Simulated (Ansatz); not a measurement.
`FC(F)(F)CC(Cl)Cl` + `[OH][Hf]([F])([F])[F]` → `FC(F)(F)C[O][Hf]([F])([F])[F]` + `ClCCl`  (substitution at a C–C bond)

Program: Ansatz. Geometries: PBE0-D4/def2-TZVP. ΔE: electronic, gas phase. CBS: MP2 limit from def2 TZ/QZ plus the TZ coupled-cluster correction, frozen cores. This one scheme is used for every species. Elements past krypton have def2 core potentials. For Hf outer-core shells are correlated without core-valence functions, which leaves a few kJ/mol of doubt a bond. One conformer a species, not always the lowest.

| species | CCSD(T)/CBS(def2) energy (Eh) |
| --- | --- |
| `FC(F)(F)CC(Cl)Cl` | -1334.90413 |
| `[OH][Hf]([F])([F])[F]` | -423.37435 |
| `FC(F)(F)C[O][Hf]([F])([F])[F]` | -799.45622 |
| `ClCCl` | -958.80256 |

Question: Work out ΔE.

Answer: ΔE = (-799.45622) + (-958.80256) − (-1334.90413) − (-423.37435) = 0.01970 Eh = +0.54 eV.

Largest T1 diagnostic among the species: 0.016.

The D4 term adds +0.06 eV with B3LYP and +0.03 eV with PBE0; it sums over pairs of atoms, weighted by their polarisabilities, and B3LYP, whose exchange is more repulsive, gets the larger term. In def2-TZVPP, CCSD(T) changes the Hartree–Fock value by +0.21 eV (the triples alone add +0.03 eV) and MP2 by +0.31 eV.

B3LYP here is the variant with VWN-RPA as its local correlation; programs differ in this.
